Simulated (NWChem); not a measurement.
System: CH6BP; SMILES B(C)P

```xyz
9

B     -0.6027    -0.5538     0.0158
H     -1.8182    -0.6514    -0.0347
C      0.2867    -1.8422    -0.0441
H      0.0579    -2.4466     0.8643
H      1.3818    -1.6810    -0.0808
H     -0.0150    -2.4930    -0.8939
P      0.0849     1.1993    -0.0592
H      1.2618     1.1352     0.7559
H     -0.7714     1.9260     0.8275
```
Atoms are numbered in this order, from 1.

Program: NWChem. Pople sets run with spherical d functions. Coordinates come from a PBE-D3(BJ)/def2-SVP optimisation. Vzz is the largest principal value of the second derivative of the potential at the nucleus (NWChem prints the opposite sign); η is the asymmetry. Non-relativistic.

```csv
level,Vzz B1 (a.u.),η B1
CAM-B3LYP/6-31G*,0.504,0.16
CAM-B3LYP/def2-SVP,0.506,0.14
PBE/def2-SVP,0.455,0.17
PBE/6-31G*,0.453,0.20
```
